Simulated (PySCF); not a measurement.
**Field gradients at the hydrogen positions**

Species: C4H5ClF2O.
Cartesian coordinates in Å at the GFN2-xTB level; atoms count from 1:
```xyz
13
C4H5ClF2O angstrom
C     -1.4111    0.2286    0.4889
C     -0.5023   -0.7745   -0.2100
C      0.7163   -0.0970   -0.8343
F      0.3446    0.7225   -1.8495
F      1.5303   -1.0293   -1.4003
C      1.5111    0.7290    0.1875
O      1.5388    1.9073    0.2662
Cl     2.3668   -0.3068    1.3017
H     -2.3095   -0.2730    0.8372
H     -0.9139    0.6788    1.3450
H     -1.6988    1.0201   -0.1989
H     -0.1388   -1.5320    0.4858
H     -1.0379   -1.2732   -1.0210
```

Level: PBE0/pcSseg-1 (PySCF, non-relativistic); Q(2H) = 0.00286 b; rigid geometry, the same for H and D, with no vibrational averaging.

**Question.** Rank these positions by the coupling χzz of a deuteron there, largest first.
A. H9 (methyl hydrogen)
B. H11 (methyl hydrogen)
C. H13 (methylene hydrogen)

**Answer.** A (212 kHz), B (208 kHz), C (201 kHz).

**Question.** What are Vzz, η and χzz (234.96 MHz × Q × Vzz) at all hydrogens?

**Answer.** 
```
atom  bonded to  bond length (Å)  Vzz (au)     η  χzz (kHz)
  H9         C1            1.086    0.3161  0.02        212
 H10         C1            1.088    0.3107  0.05        209
 H11         C1            1.087    0.3101  0.03        208
 H12         C2            1.091    0.2985  0.04        201
 H13         C2            1.092    0.2989  0.04        201
```

**Question.** A static deuteron (I = 1) shows a doublet split by (3/2)χ, (3/4)χ(1 + η) and (3/4)χ(1 − η) with the field along z, y and x of the gradient. What are these for H13?

**Answer.** With |χ| = 200.8 kHz and η = 0.035: 301, 156 and 145 kHz, to first order and without motion.

Isolated species at its GFN2-xTB geometry (one conformer only). GFN2-xTB bond lengths can be off by several hundredths of an ångström, more for odd bonds, and the gradients follow them. These gradients aren't converged with respect to the basis.
